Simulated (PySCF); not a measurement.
**N²⁺ (nitrogen, charge +2) across methods**

[He] 2s1 2p2, high-spin 4P determinant (an excited configuration). Computed with PySCF 2.14 in def2-QZVPPD (8s4p4d2f1g, 63 functions), with the non-relativistic Hamiltonian (point nucleus).

```csv
method,E (hartree),mean ε 1s β (eV),mean ε 2s α (eV),mean ε 2p α (eV),Σ⟨r²⟩ (bohr²),⟨S²⟩
PBE0,-52.6691,-430.68,-53.906,-41.938,4.824,3.750
r2SCAN,-52.7181,-424.82,-52.100,-40.273,4.800,3.750
MN15,-52.7003,-425.70,-53.743,-42.390,4.828,3.750
UHF,-52.63175,-461.18,-62.575,-49.014,4.793,3.750
TPSS,-52.7278,-423.34,-51.349,-39.635,4.825,3.750
wB97X,-52.7330,-431.76,-56.318,-44.276,4.820,3.750
PBE,-52.6528,-420.26,-50.878,-39.441,4.847,3.750
B97-3,-52.7054,-431.97,-54.030,-41.979,4.811,3.750
LDA,-52.2405,-416.98,-50.574,-39.280,4.875,3.750
```
